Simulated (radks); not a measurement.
Nd II, 59 electrons, occupied as [Xe] 4f3 6s2 (not the ground configuration). All-electron calculation, scalar-relativistic Kohn-Sham, PBE, spin-unpolarised, spherical densities, point nucleus. Program: a radial shooting solver on a logarithmic mesh with Libxc functionals. Some entries of the table are withheld. Estimate them.

orbital,occ.,eigenvalue (Ry),r(max) (bohr),<r> (bohr)
1s,2,-3191.175,0.01510,0.02363
2s,2,-517.0801,0.08549,0.1010
2p,6,-462.3249,0.06892,0.08880
3s,2,-113.1066,0.2437,0.2663
3p,6,-95.84176,0.2387,0.2645
3d,10,-71.89756,0.1961,0.2418
4s,2,-23.38830,0.5648,0.6063
4p,6,-17.72327,0.5893,0.6416
4d,10,(1),0.6172,0.7033
5s,2,-3.82448,1.305,1.442
5p,6,-2.41226,1.468,1.665
4f,3,-1.12236,0.6506,(2)
6s,2,-0.71222,3.354,3.740

Answer. 
(1) 4d eigenvalue (Ry): -9.66846
(2) 4f <r> (bohr): 0.9865
